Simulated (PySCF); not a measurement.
Input for PySCF: D3(BJ) and D4 dispersion corrections on FH5N2Sn (SMILES [NH2][SnH]([NH2])[F]), a point of a torsion scan.

```python
from pyscf import gto
from pyscf.dispersion import dftd3, dftd4

mol = gto.M(
    atom='''
    N    -1.66384364   -0.49282560    0.47224378
    Sn    0.07888805    0.41787288    0.10589501
    N     1.11098039   -0.54688809   -1.34278559
    F    -0.39906270    2.09460144   -0.77070107
    H    -1.73226797   -1.39371221    0.01405140
    H    -2.45220218    0.05949581    0.15722878
    H     0.78138147    0.95220624    1.53825993
    H     1.87615197   -1.11956793   -1.00754922
    H     1.50689154    0.11221813   -2.00349149
    ''',
    basis='def2-svp',
    charge=0, spin=0, verbose=0, max_memory=1800)
d3, d4 = {}, {}
for xc in ['hf', 'pbe', 'blyp', 'revpbe', 'tpss', 'r2scan', 'b3lyp', 'pbe0', 'bhlyp', 'camb3lyp', 'b2plyp']:
    d3[xc] = float(dftd3.DFTD3Dispersion(mol, xc=xc, version='d3bj', atm=False).get_dispersion()['energy'])
    print(f'D3(BJ) {xc:10s} {d3[xc]:14.8f} Eh')
for xc in ['hf', 'pbe', 'blyp', 'revpbe', 'tpss', 'r2scan', 'b3lyp', 'pbe0', 'bhlyp', 'camb3lyp', 'b2plyp']:
    d4[xc] = float(dftd4.DFTD4Dispersion(mol, xc={'camb3lyp': 'cam-b3lyp'}.get(xc, xc), atm=True).get_dispersion()['energy'])
    print(f'D4     {xc:10s} {d4[xc]:14.8f} Eh')
```

Output:

```
D3(BJ) hf            -0.04893737 Eh
D3(BJ) pbe           -0.00566805 Eh
D3(BJ) blyp          -0.01257573 Eh
D3(BJ) revpbe        -0.01369723 Eh
D3(BJ) tpss          -0.00727670 Eh
D3(BJ) r2scan        -0.00158554 Eh
D3(BJ) b3lyp         -0.01043599 Eh
D3(BJ) pbe0          -0.00506401 Eh
D3(BJ) bhlyp         -0.00877026 Eh
D3(BJ) camb3lyp      -0.00483768 Eh
D3(BJ) b2plyp        -0.00516061 Eh
D4     hf            -0.01983780 Eh
D4     pbe           -0.00589732 Eh
D4     blyp          -0.01273350 Eh
D4     revpbe        -0.01637967 Eh
D4     tpss          -0.00789916 Eh
D4     r2scan        -0.00141114 Eh
D4     b3lyp         -0.00953176 Eh
D4     pbe0          -0.00498944 Eh
D4     bhlyp         -0.00773143 Eh
D4     camb3lyp      -0.00509495 Eh
D4     b2plyp        -0.00408394 Eh
```

The run finished.

Cost: about 0.020 core-seconds (a rough figure).
